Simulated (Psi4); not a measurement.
C2H6ClNSe (SMILES CN(C)[Se]Cl), singlet, at a GFN2-xTB geometry; R2SCAN/def2-TZVPP (Psi4).

Psi4 was given this input:
```
memory 2 GB

molecule {
0 1
Se    0.76377131    0.00166165    0.24184217
Cl   -0.12014267    1.95181638    0.54853392
N    -0.70866661   -0.81090548   -0.46759787
C    -1.37257569   -1.81031362    0.34256432
C    -0.67150488   -1.14363266   -1.87609575
H    -2.41498834   -1.87994049    0.02522801
H    -0.91617502   -2.80274228    0.25149347
H    -1.34578532   -1.49754518    1.38494170
H    -0.18169051   -2.10428667   -2.07291005
H    -1.69640694   -1.19660789   -2.24884735
H    -0.14560326   -0.35623605   -2.41324238
}

set {
  basis def2-tzvpp
}

energy('r2scan')
print_variables()
```

**Question.** Write the output that Psi4 gives for this input, abridged.

**Answer.** 
```
   => Loading Basis Set <=

    Name: DEF2-TZVPP
    Role: ORBITAL
    Keyword: BASIS

         ---------------------------------------------------------
                                   SCF
               by Justin Turney, Rob Parrish, Andy Simmonett
                          and Daniel G. A. Smith
                              RKS Reference
         ---------------------------------------------------------

  ==> Geometry <==

    Molecular point group: c1
    Full point group: C1

    Geometry (in Angstrom), charge = 0, multiplicity = 1:

       Center              X                  Y                   Z               Mass
    ------------   -----------------  -----------------  -----------------  -----------------
         SE           0.665422324589    -0.071756303616     0.188703809381    79.916521800000
         CL          -0.218491655411     1.878398426384     0.495395559381    34.968852682000
         N           -0.807015595411    -0.884323433616    -0.520736230619    14.003074004430
         C           -1.470924675411    -1.883731573616     0.289425959381    12.000000000000
         C           -0.769853865411    -1.217050613616    -1.929234110619    12.000000000000
         H           -2.513337325411    -1.953358443616    -0.027910350619     1.007825032230
         H           -1.014524005411    -2.876160233616     0.198355109381     1.007825032230
         H           -1.444134305411    -1.570963133616     1.331803339381     1.007825032230
         H           -0.280039495411    -2.177704623616    -2.126048410619     1.007825032230
         H           -1.794755925411    -1.270025843616    -2.301985710619     1.007825032230
         H           -0.243952245411    -0.429654003616    -2.466380740619     1.007825032230

  Running in c1 symmetry.

  Rotational constants: A =      0.13401  B =      0.05410  C =      0.05001 [cm^-1]
  Rotational constants: A =   4017.37758  B =   1621.89510  C =   1499.15988 [MHz]
  Nuclear repulsion =  458.072281834912644

  Charge       = 0
  Multiplicity = 1
  Electrons    = 76
  Nalpha       = 38
  Nbeta        = 38

  ==> Algorithm <==

  SCF Algorithm Type is DF.
  DIIS enabled.
  MOM disabled.
  Fractional occupation disabled.
  Guess Type is SAD.
  Energy threshold   = 1.00e-06
  Density threshold  = 1.00e-06
  Integral threshold = 1.00e-12

  ==> Primary Basis <==

  Basis Set: DEF2-TZVPP
    Blend: DEF2-TZVPP
    Number of shells: 99
    Number of basis functions: 267
    Number of Cartesian functions: 301
    Spherical Harmonics?: true
    Max angular momentum: 3

  ==> DFT Potential <==

   => LibXC <=

    Version 7.1.2
    S. Lehtola, C. Steigemann, M. J. T. Oliveira, and M. A. L. Marques,  SoftwareX 7, 1–5 (2018) (10.1016/j.softx.2017.11.002)

   => Composite Functional: R2SCAN <=

    r2SCAN Meta-GGA XC Functional  (0.1021/acs.jpclett.0c02405)
    J. W. Furness, A. D. Kaplan, J. Ning, J. P. Perdew, J. Sun  J. Phys. Chem. Lett.  11, 8208–8215, 2020

    Deriv               =              1
    GGA                 =           TRUE
    Meta                =           TRUE

    Exchange Hybrid     =          FALSE
    MP2 Hybrid          =          FALSE

   => Exchange Functionals <=

    1.0000   XC_MGGA_X_R2SCAN

   => Correlation Functionals <=

    1.0000   XC_MGGA_C_R2SCAN

   => LibXC Density Thresholds  <==

    XC_MGGA_C_R2SCAN:  1.00E-15
    XC_MGGA_X_R2SCAN:  1.00E-11

   => Molecular Quadrature <=

    Radial Scheme          =       TREUTLER
    Pruning Scheme         =           NONE
    Nuclear Scheme         =       TREUTLER

    Blocking Scheme        =         OCTREE
    BS radius alpha        =              1
    Pruning alpha          =              1
    Radial Points          =             75
    Spherical Points       =            302
    Total Points           =         234058
    Total Blocks           =           1829
    Max Points             =            256
    Max Functions          =            247
    Weights Tolerance      =       1.00E-15

   => Loading Basis Set <=

    Name: (DEF2-TZVPP AUX)
    Role: JKFIT
    Keyword: DF_BASIS_SCF

  ==> Integral Setup <==

  SCF_SUBTYPE=INCORE selected. In-core MEM_DF algorithm will be used.
  Using in-core AOs.

  ==> MemDFJK: Density-Fitted J/K Matrices <==

    J tasked:                   Yes
    K tasked:                    No
    wK tasked:                   No
    Algorithm:                 Core
    Schwarz Cutoff:           1E-12
    Mask sparsity (%):       7.2718
    Fitting Condition:        1E-10

   => Auxiliary Basis Set <=

  Basis Set: (DEF2-TZVPP AUX)
    Blend: DEF2-UNIVERSAL-JKFIT
    Number of shells: 209
    Number of basis functions: 729
    Number of Cartesian functions: 917
    Spherical Harmonics?: true
    Max angular momentum: 5

  Minimum eigenvalue in the overlap matrix is 3.9538931981E-04.
  Reciprocal condition number of the overlap matrix is 4.5295081327E-05.
    Using symmetric orthogonalization.

  ==> Pre-Iterations <==

  SCF Guess: Superposition of Atomic Densities via on-the-fly atomic UHF (no occupation information).

   -------------------------
    Irrep   Nso     Nmo
   -------------------------
     A        267     267
   -------------------------
    Total     267     267
   -------------------------

  ==> Iterations <==

                           Total Energy        Delta E     RMS |[F,P]|

   @DF-RKS iter SAD: -2993.49527964697927   -2.99350e+03   0.00000e+00
   @DF-RKS iter   1: -2995.16993520973028   -1.67466e+00   8.59088e-03 ADIIS/DIIS
   @DF-RKS iter   2: -2993.36497334914793    1.80496e+00   1.10727e-02 ADIIS/DIIS
   @DF-RKS iter   3: -2995.63230977673356   -2.26734e+00   4.41089e-03 ADIIS/DIIS
   @DF-RKS iter   4: -2996.25204095603203   -6.19731e-01   3.14281e-04 ADIIS/DIIS
   @DF-RKS iter   5: -2996.25151222999148    5.28726e-04   3.44483e-04 ADIIS/DIIS
   @DF-RKS iter   6: -2996.25606807198892   -4.55584e-03   8.72130e-05 DIIS
   @DF-RKS iter   7: -2996.25630508638642   -2.37014e-04   3.45275e-05 DIIS
   @DF-RKS iter   8: -2996.25634711492330   -4.20285e-05   8.64920e-06 DIIS
   @DF-RKS iter   9: -2996.25634984950830   -2.73458e-06   2.31797e-06 DIIS
   @DF-RKS iter  10: -2996.25635004435890   -1.94851e-07   5.09925e-07 DIIS
  Energy and wave function converged.

  ==> Post-Iterations <==

   Electrons on quadrature grid:
      Ntotal   =   75.9999801327 ; deviation = -1.987e-05

    Orbital Energies [Eh]
    ---------------------

    Doubly Occupied:

[...]
    Virtual:

[...]
     267A     32.606796

    Final Occupation by Irrep:
              A
    DOCC [    38 ]
    NA   [    38 ]
    NB   [    38 ]

  @DF-RKS Final Energy: -2996.25635004435890

   => Energetics <=

    Nuclear Repulsion Energy =            458.0722818349126442
    One-Electron Energy =               -5072.5016779816660346
    Two-Electron Energy =                1753.5418948006351911
    DFT Exchange-Correlation Energy =    -135.3688486982404413
    Empirical Dispersion Energy =           0.0000000000000000
    VV10 Nonlocal Energy =                  0.0000000000000000
    Total Energy =                      -2996.2563500443588964

Computation Completed

Properties will be evaluated at   0.000000,   0.000000,   0.000000 [a0]

Properties computed using the SCF density matrix

 Multipole Moments:

 ------------------------------------------------------------------------------------
     Multipole            Electronic (a.u.)      Nuclear  (a.u.)        Total (a.u.)
 ------------------------------------------------------------------------------------

 L = 1.  Multiply by 2.5417464519 to convert [e a0] to [Debye]
 Dipole X            :         13.9129522          -14.1248011           -0.2118489
 Dipole Y            :          9.4664944          -10.5442268           -1.0777324
 Dipole Z            :          7.2409003           -7.6316878           -0.3907875
 Magnitude           :                                                    1.1658053

 ------------------------------------------------------------------------------------

  Variable Map:
  ----------------------------------------------------------------------------
[...]
  Array Variable Map:
  ----------------------------------------------------------------------------
[...]
[...]
```
